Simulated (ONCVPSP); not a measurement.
**Logarithmic derivatives: strontium, ONCV**

- Element: Sr (Z = 38)
- Generator: ONCVPSP 4.0.1
- Type: optimised norm-conserving Vanderbilt (ONCV)
- Functional: BLYP
- Relativity: scalar-relativistic
- Frozen core: [Ar] 3d10
- Valence charge: 10
- Reference configuration: 4s2 4p6 5s2
- Partial waves: 4s+5s: rc 1.85 bohr, ncon 4, nbas 7, qcut 6.2 1/bohr, 2 projectors; 4p: rc 1.80 bohr, ncon 4, nbas 9, qcut 8.9 1/bohr, 2 projectors, debl 0.8 Ha; d scattering state at 0.19 Ha: rc 1.85 bohr, ncon 4, nbas 9, qcut 6.1 1/bohr, 2 projectors, debl 0.5 Ha
- Local potential: polynomial inside 1.40 bohr (lpopt 5, dvloc0 0 Ha)
- Core correction: Teter function, fcfact 4.25, rcfact 1.8

In the p channel the program set the typed energies aside and used -0.828, 0.250 Ha. In the d channel the program set the typed energies aside and used 0.050, 0.550 Ha.

The phase is arctan(r·R′/R) of the radial function R(r), unwrapped; energies in Ha, scanned from -3 to 5 Ha. A pole is an energy at which the radial function vanishes at the test radius. The pseudo phase is shifted by a multiple of π to meet the all-electron one at the reference energy, and phase errors are pseudo minus all-electron; the curves can meet again beyond the range given. Levels narrower than the energy grid can be missing from the lists of poles.

```tsv
channel	radius (bohr)	reference energy (Ha)	poles, all-electron	poles, pseudo	unbroken range about the reference energy with phases within 0.05 rad	phase error 1 Ha above the reference energy (rad)
s	1.88	-0.12	-0.81	-0.81	the whole range	-0.000
p	1.82	-0.83	0.30	0.30	the whole range	+0.000
d	1.88	0.05	1.76	1.76	below 3.8	-0.000
```

Phases in the d channel:

```json
{"E (Ha)": "-2.98", "all-electron": "1.273", "pseudo": "1.272"}
{"E (Ha)": "-2.54", "all-electron": "1.235", "pseudo": "1.234"}
{"E (Ha)": "-2.10", "all-electron": "1.181", "pseudo": "1.181"}
{"E (Ha)": "-1.66", "all-electron": "1.099", "pseudo": "1.098"}
{"E (Ha)": "-1.22", "all-electron": "0.954", "pseudo": "0.954"}
{"E (Ha)": "-0.78", "all-electron": "0.649", "pseudo": "0.649"}
{"E (Ha)": "-0.34", "all-electron": "-0.054", "pseudo": "-0.055"}
{"E (Ha)": "0.10", "all-electron": "-0.855", "pseudo": "-0.855"}
{"E (Ha)": "0.54", "all-electron": "-1.230", "pseudo": "-1.230"}
{"E (Ha)": "0.98", "all-electron": "-1.405", "pseudo": "-1.405"}
{"E (Ha)": "1.42", "all-electron": "-1.510", "pseudo": "-1.510"}
{"E (Ha)": "1.86", "all-electron": "-1.587", "pseudo": "-1.587"}
{"E (Ha)": "2.30", "all-electron": "-1.654", "pseudo": "-1.655"}
{"E (Ha)": "2.74", "all-electron": "-1.727", "pseudo": "-1.730"}
{"E (Ha)": "3.18", "all-electron": "-1.824", "pseudo": "-1.833"}
{"E (Ha)": "3.62", "all-electron": "-1.989", "pseudo": "-2.020"}
{"E (Ha)": "4.06", "all-electron": "-2.381", "pseudo": "-2.516"}
{"E (Ha)": "4.50", "all-electron": "-3.375", "pseudo": "-3.648"}
{"E (Ha)": "4.94", "all-electron": "-4.104", "pseudo": "-4.226"}
```
